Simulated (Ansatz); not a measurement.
Isolated molecules relaxed with PBE0-D4/def2-TZVP in Ansatz; ΔE leaves out vibrations. CCSD(T)/CBS is the MP2 limit (def2-TZVPP, def2-QZVPP) plus CCSD(T) − MP2 in def2-TZVPP, frozen cores. This one scheme is used for every species. DFT in def2-TZVPP. HSE06 is defined as in plane-wave codes. Each species was taken in one conformer, which may not be the lowest.

`CO[SiH]([SiH3])S` + HCl → `CO[SiH]([SiH3])Cl` + H₂S  (ligand exchange at the Si–S bond)

**Question.** Is it downhill or uphill in electronic energy at CCSD(T)/CBS, and by how much? (Best estimate.)

**Answer.** Ansatz gave: Downhill: ΔE = -0.39 eV.

**Question.** What do these levels give: B97M-V, PBE, BLYP, r2SCAN, HSE06, BHLYP, RPA@PBE/def2-TZVPP, MP2/def2-SVP, MP2/def2-QZVPP, SCS-MP2/def2-QZVPP, MP2/CBS(def2), CCSD/CBS(def2)? (An estimate is asked.)

**Answer.** Ansatz gave: B97M-V -0.39, PBE -0.35, BLYP -0.42, r2SCAN -0.39, HSE06 -0.37, BHLYP -0.46, RPA@PBE/def2-TZVPP -0.39, MP2/def2-SVP -0.39, MP2/def2-QZVPP -0.39, SCS-MP2/def2-QZVPP -0.42, MP2/CBS(def2) -0.39, CCSD/CBS(def2) -0.41 eV.

Largest T1 diagnostic among the species: 0.012.

From BLYP to BHLYP (50 % exact exchange), in def2-TZVPP and without D4, ΔE moves by −0.04 eV. The D4 term adds +0.04 eV with B3LYP and +0.02 eV with PBE0; it sums over pairs of atoms, weighted by their polarisabilities, and B3LYP, whose exchange is more repulsive, gets the larger term.

B3LYP here is the variant with VWN-RPA as its local correlation; programs differ in this.
